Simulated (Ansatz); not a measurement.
Calculated with Ansatz (gas phase, PBE0-D4/def2-TZVP geometries, no zero-point term in ΔE). CBS: MP2 limit from def2 TZ/QZ plus the TZ coupled-cluster correction, frozen cores. Functionals use def2-TZVPP. B3LYP here is the variant with VWN-RPA as its local correlation; programs differ in this. One conformer a species, not always the lowest.

Consider the redistribution: `CB(C)[SiH2]Cl` + `CO[SiH](O)F` → `CB(C)[SiH2]F` + `CO[SiH](O)Cl`.

| level | ΔE (eV) |
| --- | --- |
| r2SCAN-D4 | 0.21 |
| PBE0-D4 | 0.21 |
| B3LYP-D4 | 0.19 |
| r2SCAN | 0.21 |
| MP2/def2-TZVPP | 0.22 |
| CCSD/def2-TZVPP | 0.23 |
| SCS-MP2/def2-QZVPP | 0.21 |
| CCSD/CBS(def2) | 0.22 |

(1) What does CCSD(T)/CBS give? (An estimate is asked.)

Largest T1 diagnostic among the species: 0.011.

Results:

(1) Computed: +0.22 eV. The listed levels differ from it by -0.01, -0.01, -0.03, -0.01, 0.00, 0.01, -0.01, 0.00 eV.
